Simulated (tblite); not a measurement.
C₆H₇ClO₂S₂.
Atom-mapped SMILES: `[CH3:1][c:2]1[cH:3][c:4]([CH3:5])[c:6]([S:7](=[O:8])(=[O:9])[Cl:10])[s:11]1` (hydrogens: H12, H13, H14 on C1; H15 on C3; H16, H17, H18 on C5)

Structure used (GFN2-xTB), in Å, numbered top down from 1:
```
atom  x, y, z in Å
C1     3.0304   -0.3768   -0.9243
C2     1.5976   -0.2263   -0.5639
C3     1.0513    0.6199    0.3561
C4    -0.3575    0.5200    0.4610
C5    -1.2156    1.2844    1.4030
C6    -0.8333   -0.4087   -0.4176
S7    -2.4777   -0.9386   -0.6246
O8    -3.3970    0.1498   -0.5403
O9    -2.5589   -1.8449   -1.7211
Cl10  -2.7560   -2.0389    1.0700
S11    0.3802   -1.1885   -1.3465
H12    3.1841   -0.1549   -1.9790
H13    3.6380    0.2994   -0.3291
H14    3.3626   -1.3987   -0.7496
H15    1.6339    1.3005    0.9508
H16   -0.8008    2.2746    1.5765
H17   -1.2662    0.7619    2.3592
H18   -2.2240    1.3721    1.0080
```

Level: GFN2-xTB in tblite, geometry and Hessian alike; calculated harmonic values, unscaled, isolated species. Against measured fundamentals such values can be off by several per cent, at times by over 20. One conformer, not necessarily the lowest.

Harmonic wavenumbers (cm⁻¹): 26.9, 57.6, 60.1, 101.5, 126.1, 155.6, 191.9, 237.2, 246.4, 277.5, 291.9, 325.6, 339.7, 405.7, 452.2, 495.9, 516.5, 558.4, 570.1, 624.5, 695.5, 820.2, 970.4, 1004.2, 1022.8, 1027.8, 1034.1, 1055.4, 1131.9, 1145.5, 1191.0, 1287.6, 1379.1, 1396.6, 1398.5, 1454.6, 1455.4, 1460.4, 1464.8, 1502.5, 1582.1, 2998.9, 3014.5, 3028.4, 3041.4, 3052.3, 3062.8, 3132.4.

A = 1341, B = 541.8, C = 470.3 MHz; mass 209.958 u (most abundant isotopes); point group C1, symmetry number 1.

What is the zero-point energy?

Half the sum of the wavenumbers: 26436 cm⁻¹ = 75.58 kcal/mol.

Entropy at 273.15 K, 1 bar (ideal gas, RRHO, classical rotation)?

Translation 41.52, rotation 30.96, vibration 37.98: S = 110.5 cal/(mol K).

And Cp and H(273.15 K) − H(0)?

Cp = 43.05 cal/(mol K), of which vibrations give 35.10 (their classical limit is 48 R = 95.4); H(273.15 K) − H(0) = 7.42 kcal/mol without the zero-point energy, 5.25 from vibrations.

Blend soft modes into free rotors: weight 1/[1 + (100 cm⁻¹/ν̃)⁴] for the oscillator and the rest for a rotor with moment μB/(μ + B), μ = h/(8π²ν), B = 10⁻⁴⁴ kg m². What vibrational entropy results?

34.06 cal/(mol K) in place of 37.98, which changes −T·S at 273.15 K by +1.07 kcal/mol.

How do the functions run with temperature in this model?

| T (K) | S (cal/(mol K)) | Cp (cal/(mol K)) | H − H(0) (kcal/mol) | G − H(0) (kcal/mol) | ln q(vib) |
| --- | --- | --- | --- | --- | --- |
| 150 | 88.8 | 30.0 | 2.89 | -10.43 | 4.91 |
| 250 | 106.8 | 40.8 | 6.45 | -20.24 | 8.61 |
| 298.15 | 114.3 | 45.4 | 8.53 | -25.56 | 10.32 |
| 400 | 129.0 | 54.4 | 13.62 | -37.97 | 13.76 |
| 600 | 153.7 | 67.7 | 25.92 | -66.31 | 19.99 |
| 900 | 183.7 | 79.9 | 48.23 | -117.11 | 28.24 |

q(vib) and H(0) count from the zero-point level.

What must be added to the electronic energy to get the Gibbs energy at 273.15 K and 1 bar?

ZPE + [H(273.15 K) − H(0)] − T·S = 75.58 + 7.42 − 30.17 = 52.83 kcal/mol.

Which modes carry the vibrational entropy at 273.15 K?

26.9 cm⁻¹: 5.87; 57.6 cm⁻¹: 4.36; 60.1 cm⁻¹: 4.28; 101.5 cm⁻¹: 3.26; 126.1 cm⁻¹: 2.84; 155.6 cm⁻¹: 2.44 cal/(mol K); the other 42 give 14.94 together.

Hindered rotation and anharmonicity are outside this model. Other conformers, if any are populated, would add a mixing term that is left out. The structure is chiral; the term R ln 2 for an equal mix with its mirror image is left out.
